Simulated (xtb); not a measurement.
Bi(H)(Me)2 (C₂H₇Bi), SMILES [CH3][BiH][CH3]. All values are semi-empirical tight-binding results from xtb (GFN2-xTB unless named), good for trends rather than for accurate numbers. Geometry: GFN2-xTB.

Optimised geometry:

Bonded distances (Å): Bi1–H2 1.780, Bi1–C3 2.271, Bi1–C7 2.271, C3–H4 1.082, C3–H5 1.083, C3–H6 1.080, C7–H8 1.082, C7–H9 1.080, C7–H10 1.083. Bond angles (°): H2–Bi1–C3 91.4, H2–Bi1–C7 91.4, C3–Bi1–C7 92.1, Bi1–C3–H4 110.2, Bi1–C3–H5 109.7, Bi1–C3–H6 109.2, H4–C3–H5 109.2, H4–C3–H6 109.2, H5–C3–H6 109.3, Bi1–C7–H8 110.0, Bi1–C7–H9 109.2, Bi1–C7–H10 109.8, H8–C7–H9 109.2, H8–C7–H10 109.2, H9–C7–H10 109.3.
Charge 0, spin multiplicity 1.

For metal compounds this method's bond lengths and energies can be far off.

Q: Estimate the properties. (Estimate from the structure and the level; the computed values follow.)

A: 
| Property | Result |
|---|---|
| orbital gap | 6.81 eV |
| zero-point energy | 49.2 kcal/mol |
| G − E(el) at 298.15 K (modified RRHO) | 29.5 kcal/mol |

Computed atomic charges and the Wiberg bond orders between heavy atoms:
charges (e) Bi1 0.34, H2 -0.14, C3 -0.18, H4 0.02, H5 0.02, H6 0.04, C7 -0.18, H8 0.03, H9 0.04, H10 0.02. Bond orders Bi1–C3 0.98, Bi1–C7 0.98.
